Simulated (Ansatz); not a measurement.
Reaction (redistribution): `N[SiH](S)CCl` + `FC[SiH2]F` → `N[SiH2]S` + `FC[SiH](F)CCl`

Calculated with Ansatz (gas phase, PBE0-D4/def2-TZVP geometries, no zero-point term in ΔE). CCSD(T)/CBS is the MP2 limit (def2-TZVPP, def2-QZVPP) plus CCSD(T) − MP2 in def2-TZVPP, frozen cores. DFT in def2-TZVPP. Each species was taken in one conformer, which may not be the lowest.

(1) Is it downhill or uphill in electronic energy at CCSD(T)/CBS, and by how much? (Estimate.)

(2) What do these levels give: PBE-D4, r2SCAN-D4, B2PLYP, r2SCAN, PBE0, HF/def2-TZVPP, SCS-MP2/def2-TZVPP, CCSD/def2-TZVPP, CCSD(T)/def2-TZVPP, MP2/def2-QZVPP, HF/CBS(def2), MP2/CBS(def2)? (An estimate is asked.)

Largest T1 diagnostic among the species: 0.011.

## Answers

(1) Ansatz gave: Uphill: ΔE = +5.0 kJ/mol.

(2) Computed: PBE-D4 5.3, r2SCAN-D4 4.1, B2PLYP 3.2, r2SCAN 3.5, PBE0 2.5, HF/def2-TZVPP -0.2, SCS-MP2/def2-TZVPP 5.2, CCSD/def2-TZVPP 3.3, CCSD(T)/def2-TZVPP 4.6, MP2/def2-QZVPP 7.0, HF/CBS(def2) -0.3, MP2/CBS(def2) 7.2 kJ/mol.

The D4 term adds +3.9 kJ/mol with B3LYP and +2.2 kJ/mol with PBE0; it sums over pairs of atoms, weighted by their polarisabilities, and B3LYP, whose exchange is more repulsive, gets the larger term. In def2-TZVPP, CCSD(T) changes the Hartree–Fock value by +4.8 kJ/mol (the triples alone add +1.2 kJ/mol) and MP2 by +7.0 kJ/mol.

B3LYP here is the variant with VWN-RPA as its local correlation; programs differ in this.
